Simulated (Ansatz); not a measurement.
C2H10AlNSi, singlet, geometry from GFN2-xTB (such geometries of metal compounds can be far from the true shape); CASSCF(2,4)/STO-3G (Ansatz, a quantum-chemistry and plane-wave program).

Ansatz was given this input:
Ansatz 0.2 input:
```yaml
crystal:
  periodic: [false, false, false]
  atoms:
    - {symbol: Si, position_ang: [2.26618812, -0.40365593, 0.41048754]}
    - {symbol: N, position_ang: [0.75492112, 0.45338463, 0.38716179]}
    - {symbol: Al, position_ang: [-0.94662847, 0.17054744, -0.17102809]}
    - {symbol: C, position_ang: [-1.40010049, -1.57205307, -1.01714808]}
    - {symbol: C, position_ang: [-2.21925382, 1.67602190, 0.13142104]}
    - {symbol: H, position_ang: [2.71932942, -0.56504582, 1.80063674]}
    - {symbol: H, position_ang: [2.03951826, -1.70303067, -0.21977979]}
    - {symbol: H, position_ang: [3.27890229, 0.36885267, -0.32532433]}
    - {symbol: H, position_ang: [0.85845648, 1.37312553, 0.80792455]}
    - {symbol: H, position_ang: [-2.45504656, -1.65409242, -1.29495963]}
    - {symbol: H, position_ang: [-0.81379411, -1.74153533, -1.92580106]}
    - {symbol: H, position_ang: [-1.17567190, -2.41037302, -0.35015183]}
    - {symbol: H, position_ang: [-3.21247466, 1.46511481, -0.27494287]}
    - {symbol: H, position_ang: [-2.35238732, 1.89700980, 1.19557010]}
    - {symbol: H, position_ang: [-1.87561719, 2.60653517, -0.33240260]}
basis:
  gaussian:
    orbitals: STO-3G
hamiltonian:
  xc: hf
magnetization: {spin_polarized: false}
correlation: {active_space: {window: {electrons: 2, orbitals: 4}}}
```

**Question.** Write the output that Ansatz gives for this input, abridged.

**Answer.** 
```
Functional definition: HF
530 factors; integrals over basis functions are off by at most 7.4e-5 eV
mean field evaluation 1: about -17932.6595 eV, gradient 2.3e1 eV
mean field evaluation 2: about -17932.7741 eV, gradient 2.3e1 eV
mean field evaluation 4: about -17934.6990 eV, gradient 1.8e0 eV
mean field evaluation 8: about -17934.7130 eV, gradient 1.5e-5 eV
mean field -17934.71297399 eV, -659.0885452089 hartree, gradient 2.6e-6 eV, S^2 0.000000; 0 other end points of the search recorded, 0 dependent functions left out
reference -17934.71297399 eV, -659.0885452089 hartree; 28, 28 occupied and 15, 15 virtual orbitals, 530 factors
state -17935.17954668 eV, -659.1056914390 hartree
Total energy: -17935.17954668 eV, -659.1056914390 hartree
```
